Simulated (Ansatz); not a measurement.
A search over several starts for the lowest SCF solution of NiI₂⁻ at the given spin, in a small basis.

```yaml
crystal:
  periodic: [false, false, false]
  atoms:
    - {symbol: Ni, position_ang: [-0.539064, 0.221181, 0.739618]}
    - {symbol: I, position_ang: [0.292288, -1.886144, 0.177751]}
    - {symbol: I, position_ang: [0.246776, 1.664963, -0.917369]}
basis:
  gaussian: {orbitals: def2-SVP}
total_charge: -1
magnetization: {spin_polarized: true, initial_magnetization: 1}
hamiltonian: {xc: pbe0, dispersion: d4}
output: {orbitals: {seedname: orbitals}}
```

```sh
$ ansatz run in.yaml --threads 4 --pin off --events-out ev --progress --plain --max-ram 3916MiB
```

Shortened log:

```
Functional definition: PBE0
1006 factors; integrals over basis functions are off by at most 3.7e-4 eV
mean field evaluation 1: about -57236.7907 eV, gradient 1.4e1 eV
mean field evaluation 2: about -57234.2272 eV, gradient 3.2e1 eV
mean field evaluation 4: about -57237.5184 eV, gradient 1.7e0 eV
mean field evaluation 8: about -57237.6414 eV, gradient 1.2e-1 eV
mean field evaluation 16: about -57237.6430 eV, gradient 1.9e-3 eV
mean field evaluation 32: about -57237.6297 eV, gradient 2.0e0 eV
mean field -57237.64298718 eV, -2103.4445827111 hartree, gradient 3.1e-6 eV, S^2 0.798084; 3 other end points of the search recorded, 0 dependent functions left out
reference -57237.64301401 eV, -2103.4445836969 hartree; 40, 39 occupied and 43, 44 virtual orbitals, 1006 factors
Total energy: -57237.76246851 eV, -2103.4489735688 hartree
```

Run time 4.5 s (4 threads of Arm Neoverse V2 on a shared host).

In the def2 sets I takes a core potential; there is no spin–orbit coupling. The structure comes from a short search, and lower isomers may exist.
